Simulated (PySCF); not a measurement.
## Ionisation energy of Xe²⁸⁺ by level of theory

Xe²⁸⁺ [Ar] 3d8 (3F) → Xe²⁹⁺ [Ar] 3d7 (4F), as a difference of total energies. Calculation: PySCF 2.14, in an even-tempered Gaussian basis (17 s from 3.9 bohr⁻², ratio 2.5; 11 p from 5 bohr⁻², ratio 2.5; 8 d from 5 bohr⁻², ratio 2.5; 4 f from 23 bohr⁻², ratio 2.7; 3 g from 34 bohr⁻², ratio 2.7); no relativity, point nucleus. Correlated levels: outer shells: [Ne] frozen; virtual orbitals above 40 to 60 times the deepest correlated orbital energy dropped. The calculations carry no spin-orbit coupling.

| method | ionisation energy (eV) |
| --- | --- |
| UHF | 1661.1 |
| LDA | 1662.4 |
| PBE | 1662.1 |
| PBE0 | 1662.4 |
| r2SCAN | 1663.2 |
| PBEsol | 1661.9 |
| r2SCANh | 1663.2 |
| MP2 (outer shells) | 1662.6 |
| SCS-MP2 (outer shells) | 1662.5 |

A first-order spin-orbit estimate (lowest level to lowest level, LS coupling) adds -0.227 eV.

All relativistic terms are absent from these numbers, so their closeness to the reference says little about the methods.

For comparison: 1653 ± 4 eV (theoretical estimate listed by NIST; NIST Atomic Spectra Database, ionization energies).
